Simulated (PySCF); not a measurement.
## Which determinant of KMg⁺ lies lowest?

Unrestricted PBE0; K pcseg-2, Mg pcseg-2; no relativity (PySCF 2.14). Outer shells of the fragments: K+ closed shells only; Mg 3s2.

Followed along the bond (rough minima from three points):

```
2Ms+1  unpaired  ⟨S²⟩ at the start  R at minimum (Å)  Te (eV)
    1      none               0.00              3.75     0.00
    3      σ ↑↑               2.00  none in the scan   ≤ 2.18
```

Solutions found at the starting distance of 3.400 Å, counted from the lowest of them; the search is not exhaustive and high or unbound solutions are not listed, so other states can lie among these:

| 2Ms+1 | unpaired | term | E (eV) | ⟨S²⟩ | ⟨Lz²⟩ | μ (D) |
| --- | --- | --- | --- | --- | --- | --- |
| 1 | none | ¹Σ⁺ | 0.00 | 0.00 | 0.00 | -2.30 |
| 3 | σ ↑↑ | ³Σ⁺ | 2.41 | 2.00 | 0.00 | -2.38 |
| 3 | σ ↑, π ↑ | ³Π | 2.83 | 2.00 | 1.00 | -2.31 |
| 1 | σ ↑, π ↓ | mixed | 3.47 | 1.00 | 1.00 | -1.91 |
| 3 | σ ↑, δ ↑ | ³Δ | 6.90 | 2.00 | 4.00 | 10.23 |
| 1 | σ ↑, δ ↓ | mixed | 6.91 | 1.00 | 4.00 | 10.24 |

A term symbol is given only where ⟨S²⟩ and ⟨Lz²⟩ are close to those of a pure state; real π, δ and φ orbitals otherwise mix terms. A positive dipole points towards Mg; it is taken about the centre of mass and depends on that origin.

Counting both spins, an empty level lies below a filled one in some of these solutions, because spin and occupation are held.
